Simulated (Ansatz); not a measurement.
Energy needed to pull apart CH$_{3}$ISi (SMILES C=[SiH]I), singlet, into free ground-state atoms, from the structure below (displaced at random from a GFN2-xTB minimum); no zero-point or spin–orbit terms; open-shell atoms are treated unrestricted, in their ground-state multiplicity.

```
atom    x (Å)    y (Å)    z (Å)
  C1  -0.3999   0.6035  -0.7672
 Si2   0.0783  -0.0261   0.6424
  I3   0.9634  -2.3181   0.7302
  H4  -0.6243   1.5026  -0.9979
  H5  -0.1551  -0.0016  -1.7662
  H6   0.0349   0.4456   1.9950
```

Ansatz 0.2.0; basis: def2-TZVPP; cores frozen in the correlated methods. Filled d shells of the heavier atoms are correlated. Core potentials replace the inner electrons of the atoms past krypton. The def2 sets are not built for correlating such inner shells, so the correlated values are less sure here. B3LYP uses VWN-RPA correlation.

```csv
method,atomization energy (kJ/mol)
PBE-D4,1825
r2SCAN-D4,?
B97M-V,1805
PBE0-D4,1797
B3LYP-D4,1792
wB97M-V,?
HF,1268
MP2,1770
CCSD,1706
CCSD(T),1741
```

(1) What does wB97M-V give? (To be estimated.)

(2) What does r2SCAN-D4 give? (An estimate is asked for; the value comes from the calculation.)

The T1 diagnostic stays at or below 0.011.

Answers

(1) The calculation gives: 1792 kJ/mol, which is about 51 kJ/mol more than CCSD(T)/def2-TZVPP.

(2) By the calculation: 1806 kJ/mol, which is about 65 kJ/mol more than CCSD(T)/def2-TZVPP.

In triple zeta the MP2 and coupled-cluster atomization energies are still short of their basis limit by a few kcal/mol a bond, whereas those of the functionals are nearly converged, so these differences are not deviations from converged CCSD(T).

For scale, one of the runs: CCSD(T)/def2-TZVPP forces, 165 basis functions (an equivalent command: `ansatz run in.yaml --threads 4`). Hardware: 4 CPU threads, shared host. Wall time 2.5 min; peak host memory 2.6 GiB.
